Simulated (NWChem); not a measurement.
System: Si₂H₅OCl; SMILES [SiH3]O[SiH2]Cl

```xyz
9

Si    -0.4363     2.1036    -0.0317
O      0.6328     0.8450    -0.2523
Si     0.9704    -0.7392     0.0135
Cl    -0.7354    -1.7100     0.6704
H      0.1822     3.3241    -0.6183
H     -0.6881     2.3175     1.4237
H     -1.7259     1.8101    -0.7211
H      2.0015    -0.8708     1.0744
H      1.4004    -1.3727    -1.2577
```
Atoms are numbered in this order, from 1.

All runs: NWChem. Coordinates come from a PBE0/def2-SVP optimisation. Level: PBE0/def2-SVP with SMD (1 M gas to 1 M solution), gas-phase geometry. Reactions with the solvent are ignored.

For solvent chlorobenzene:

```
Item                                         Result
-------------------------------------------  ------
solvation free energy (kcal/mol)               -1.9
cavity-dispersion-structure term (kcal/mol)    -1.1
```

Q: How do the values read with solvent dimethyl sulfoxide instead?

A: 
- solvation free energy (kcal/mol) = -0.7
- cavity-dispersion-structure term (kcal/mol) = 0.3
